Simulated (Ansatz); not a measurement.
C$_{12}$H$_{15}$ClTi, SMILES `C[C@@]12[C@H]3[C@H]4[C@H]5[C@@H]1[TiH]45321678([Cl])[C@@H]2[C@H]1[C@H]6[C@@]7(C)[C@@H]28`, 29 atoms. Total charge 0; spin multiplicity 1. Correlated methods include outer-core shells of Ti, which these sets cover unevenly. Scalar relativity is left out up to krypton. All runs use 11 threads of an AMD EPYC 7R13 on a shared host and a whole NVIDIA H100 80 GB. Correlated methods freeze the cores.

**Question.** Give the basis size and wall time and peak host memory of each of these runs in Ansatz. RKS PBE0-D4/def2-TZVP relaxation (17 steps); RKS ωB97M-V/def2-SVP energy; RKS CAM-B3LYP-D4/def2-TZVPP energy; RKS PBE0-D4/def2-SVP energy; RKS r2SCAN0-D4/def2-TZVPP energy; RHF-MP2/def2-QZVPP energy; RKS PBE0-D4/def2-QZVPP energy; direct RPA on PBE orbitals/def2-TZVPP energy; RKS ωB97X-V/def2-TZVPP energy; RHF-CCSD(T)/def2-SVP energy; RHF-CCSD(T)/def2-TZVPP energy; RKS PBE-QIDH (frozen core)/def2-TZVPP energy. (Estimate.)

**Answer.** Computed: Other jobs shared the machine, so times are rough.

| level | job | functions | wall time | peak host memory (GiB) |
| --- | --- | --- | --- | --- |
| RKS PBE0-D4/def2-SVP | energy | 292 | 2.6 s | 0.98 |
| RKS r2SCAN0-D4/def2-TZVPP | energy | 688 | 3.9 s | 1.4 |
| RKS ωB97M-V/def2-SVP | energy | 292 | 4.3 s | 1.2 |
| RKS CAM-B3LYP-D4/def2-TZVPP | energy | 688 | 5.5 s | 1.4 |
| RKS ωB97X-V/def2-TZVPP | energy | 688 | 6.5 s | 1.5 |
| RKS PBE-QIDH (frozen core)/def2-TZVPP | energy | 688 | 7 s | 5.6 |
| RKS PBE0-D4/def2-QZVPP | energy | 1297 | 8.5 s | 2.1 |
| direct RPA on PBE orbitals/def2-TZVPP | energy | 688 | 11 s | 5.6 |
| RHF-CCSD(T)/def2-SVP | energy | 292 | 12 s | 0.92 |
| RHF-MP2/def2-QZVPP | energy | 1297 | 18 s | 2.3 |
| RKS PBE0-D4/def2-TZVP | relaxation (17 steps) | 544 | 60 s | 1.6 |
| RHF-CCSD(T)/def2-TZVPP | energy | 688 | 6.1 min | 5.4 |
